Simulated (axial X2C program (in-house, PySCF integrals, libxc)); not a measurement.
# Potential curves of ScS⁺, spin-free

Calculated with an in-house relativistic program for diatomic molecules. Spin-free means the one-electron spin-free X2C Hamiltonian. Basis: Sc dyall-cv3z [10s11p7d5f2g], S dyall-av3z [9s8p3d2f] (cores contracted in-house); Gaussian nuclei, density fitting, unrestricted open shells. Masses: Sc 44.956 u, S 31.972 u.

State: M_S = 0, Λ = 0 (closed shell). Energies in cm⁻¹ from the fragments at the same level (Sc+ + S). Fits are polynomials in 1 − R0/R over 0.85 to 1.23 times the lowest point R0.

```json
{"R (Å)": "1.8053", "HF": "4328", "PBE0": "-26726"}
{"R (Å)": "1.8883", "HF": "-3091", "PBE0": "-33307"}
{"R (Å)": "1.9505", "HF": "-6432", "PBE0": "-36192"}
{"R (Å)": "2.0128", "HF": "-8250", "PBE0": "-37702"}
{"R (Å)": "2.0750", "HF": "-8826", "PBE0": "-38112"}
{"R (Å)": "2.1476", "HF": "-8257", "PBE0": "-37514"}
{"R (Å)": "2.2203", "HF": "-6651", "PBE0": "-36038"}
{"R (Å)": "2.3136", "HF": "-3489", "PBE0": "-33241"}
{"R (Å)": "2.4278", "HF": "1479", "PBE0": "-28949"}
{"R (Å)": "2.5938", "HF": "9683", "PBE0": "-21935"}
```

The state is one determinant whose occupation by symmetry is held fixed; it was picked as the lowest of a PBE0 search that is not exhaustive. Closed shells are restricted here (equal orbitals for both partners); the stretched side of such a curve lies too high. Dissociation energies refer to the lowest single-determinant-based atoms at the same level and basis.

(1) Fit the HF curve near its minimum: give the equilibrium distance, the harmonic wavenumber and the well depth.

(2) Fit the PBE0 curve near its minimum: give the equilibrium distance, the harmonic wavenumber and the well depth.

## Answers

(1) At HF, spin-free: Re = 2.078 Å, ωe ≈ 677 cm⁻¹, De = 1.09 eV to Sc+ + S; Be follows as 0.209 cm⁻¹.

(2) At PBE0, spin-free: Re = 2.071 Å, ωe ≈ 638 cm⁻¹, De = 4.73 eV to Sc+ + S; Be follows as 0.21 cm⁻¹.
